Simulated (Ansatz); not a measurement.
Consider the formal exchange of groups at the Sn–C bond: `O[CH2][SnH3]` + `CCC` → `C[CH](C)[SnH3]` + CH₃OH.

Program: Ansatz. Geometries: PBE0-D4/def2-TZVP. ΔE: electronic, gas phase. CCSD(T)/CBS adds triple-zeta CCSD(T) − MP2 to the extrapolated MP2 energy (def2 sets, frozen cores). This one scheme is used for every species. Functionals use def2-TZVPP. B3LYP here is the variant with VWN-RPA as its local correlation; programs differ in this. def2 core potentials past Kr. For Sn outer-core shells are correlated without core-valence functions, which leaves a few kJ/mol of doubt a bond. One conformer a species, not always the lowest.

```
        level  ΔE (eV)
    revPBE-D4    -0.03
    r2SCAN-D4    -0.02
     B3LYP-D4    -0.04
   r2SCAN0-D4    -0.04
 CAM-B3LYP-D4    -0.03
       revPBE     0.05
    CAM-B3LYP     0.02
MP2/CBS(def2)    -0.14
```

Task: What does CCSD(T)/CBS give? (Best estimate.)

Result: The calculation gave: -0.10 eV. The listed levels differ from it by 0.07, 0.08, 0.06, 0.06, 0.07, 0.15, 0.12, -0.04 eV.

Largest T1 diagnostic among the species: 0.012.

At CCSD(T), def2-SVP lies +0.03 eV from the extrapolated value and def2-TZVPP +0.01 eV. In def2-TZVPP, CCSD(T) changes the Hartree–Fock value by −0.08 eV (the triples alone add −0.01 eV) and MP2 by −0.13 eV. The D4 term adds −0.07 eV with B3LYP and −0.04 eV with PBE0; it sums over pairs of atoms, weighted by their polarisabilities, and B3LYP, whose exchange is more repulsive, gets the larger term.
